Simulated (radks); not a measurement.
Results of a calculation; reference values are marked as such.
Mn I, 25 electrons, occupied as [Ar] 3d5 4s2.

Level of theory: non-relativistic Kohn-Sham, LDA (Slater exchange, Perdew-Wang correlation), spin-polarised, spherical densities, point nucleus; open shells are filled with parallel spins first (a radial shooting solver on a logarithmic mesh with Libxc functionals).

Energy parts (eV):
part                      energy
total                 -31255.926
kinetic                31217.063
electron-nucleus      -74343.247
Hartree                13220.593
exchange-correlation   -1350.334

Orbitals (lengths in bohr, moments of r in powers of bohr; r(max) is where P^2 peaks):
| orbital | occ. | eigenvalue (eV) | r(max) |
|---|---|---|---|
| 1s up | 1 | -6358.156 | 0.04061 |
| 1s down | 1 | -6358.138 | 0.04061 |
| 2s up | 1 | -731.0052 | 0.2358 |
| 2s down | 1 | -728.7157 | 0.2356 |
| 2p up | 3 | -627.3423 | 0.1895 |
| 2p down | 3 | -625.5925 | 0.1893 |
| 3s up | 1 | -85.1706 | 0.7436 |
| 3s down | 1 | -80.2262 | 0.7447 |
| 3p up | 3 | -55.6216 | 0.7539 |
| 3p down | 3 | -50.7880 | 0.7558 |
| 3d up | 5 | -8.5703 | 0.7525 |
| 4s up | 1 | -5.5996 | 2.462 |
| 4s down | 1 | -4.5942 | 2.647 |
| 3d down | 0 | -4.3712 | 0.7672 |

The highest occupied level is 4s down at -4.594 eV. Summed over all electrons, <r^2> = 40.68 bohr^2, which gives a Langevin (diamagnetic) susceptibility term of -32.2 x 10^-6 cm^3/mol. The spin density at the nucleus is 0.075 e/bohr^3 (1s -0.052, 2s -1.693, 3s 0.801, 4s 1.019), a Fermi contact field of 3.93 T. Virial ratio -V/T = 2.00124. Spin moment in Bohr magnetons: 5. The density falls to 0.001 e/bohr^3 at r = 4.56 bohr.
